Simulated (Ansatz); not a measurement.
Relaxation of Cl3FGeH2 (7 atoms, charge 0, multiplicity 1), to a largest force component of 0.03 eV/Å in at most 50 steps.

The calculation used RKS PBE0-D4/def2-SVP (Ansatz 0.2.0).

```xyz
7
Properties=species:S:1:pos:R:3
Ge 0.275 -0.426 -0.414
Cl -0.092 0.197 2.940
Cl 1.899 0.221 -1.627
H -0.408 0.740 0.272
Cl -1.100 -1.563 -1.572
F 0.959 -1.543 0.685
H 0.590 -0.914 2.673
```

**Question.** Where does it end, and by what steps?

**Answer.** The forces met the threshold. After 6 steps the energy has fallen by 0.097 eV; Cl2 moved furthest, 0.32 Å.

| step | energy less start (eV) | largest force component (eV/Å) | accepted |
| --- | --- | --- | --- |
| 0 | 0.0000 | 0.977 | yes |
| 1 | -0.0601 | 0.848 | yes |
| 2 | -0.0483 | 1.100 | no |
| 3 | -0.0676 | 0.838 | yes |
| 4 | -0.0922 | 0.273 | yes |
| 5 | -0.0964 | 0.133 | yes |
| 6 | -0.0975 | 0.012 | yes |

```xyz
7
Properties=species:S:1:pos:R:3
Ge 0.268 -0.414 -0.475
Cl -0.035 0.100 3.238
Cl 1.922 0.173 -1.674
H -0.413 0.756 0.216
Cl -1.072 -1.606 -1.614
F 0.925 -1.477 0.741
H 0.529 -0.822 2.526
```

The run took 11 s on 4 threads of Intel(R) Xeon(R) Platinum 8488C (Sapphire Rapids), on a shared host, peak memory 0.3 GiB.
